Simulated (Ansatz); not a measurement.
BeF₂, singlet, at a GFN2-xTB geometry (such geometries of metal compounds can be far from the true shape). Base run: HF/6-31G** (Ansatz, an electronic-structure program).

Ansatz was given this input:
Ansatz 0.2 input:
```yaml
crystal:
  periodic: [false, false, false]
  atoms:
    - {symbol: Be, position_ang: [0.00000000, 0.00000000, 0.00000000]}
    - {symbol: F, position_ang: [-0.00000000, -0.00000000, -1.36953917]}
    - {symbol: F, position_ang: [0.00000000, 0.00000000, 1.36953917]}
basis:
  gaussian:
    orbitals: 6-31G__.json
hamiltonian:
  xc: hf
```
The basis file holds 6-31G** in the JSON format of the Basis Set Exchange.

Each row names what was changed in the base input (with any setting that the change needs).

```json
[
 {"change": "base", "basis functions": "45", "E (Eh)": "-213.67775"},
 {"change": "basis = cc-pVTZ-DK; relativity = none", "basis functions": "90", "E (Eh)": "-213.74757"},
 {"change": "basis = x2c-TZVPall; relativity = spin-free X2C; nucleus = Gaussian", "basis functions": "81", "E (Eh)": "-213.94414"},
 {"change": "basis = jorge-DZP-DKH; relativity = spin-free X2C", "basis functions": "45", "E (Eh)": "-213.88047"},
 {"change": "basis = jorge-DZP-DKH; relativity = none", "basis functions": "45", "E (Eh)": "-213.69154"},
 {"change": "basis = x2c-TZVPall; relativity = none", "basis functions": "81", "E (Eh)": "-213.75539"},
 {"change": "basis = x2c-TZVPall; relativity = spin-free X2C", "basis functions": "81", "E (Eh)": "-213.94419"},
 {"change": "basis = cc-pVTZ-DK; relativity = spin-free X2C", "basis functions": "90", "E (Eh)": "-213.94042"},
 {"change": "basis = jorge-DZP-DKH; relativity = spin-free X2C; nucleus = Gaussian", "basis functions": "45", "E (Eh)": "-213.88043"},
 {"change": "basis = cc-pVTZ-DK; relativity = spin-free X2C; nucleus = Gaussian", "basis functions": "90", "E (Eh)": "-213.94037"}
]
```

Totals shift with the method and basis; they matter in differences.

Ansatz warned in this series: the basis is contracted for relativity, which the run leaves out.

Basis sets contracted for a relativistic Hamiltonian are a mismatch without it, so the rows without relativity aren't non-relativistic limits. No row has spin-orbit coupling; sets with core potentials leave out the core electrons.
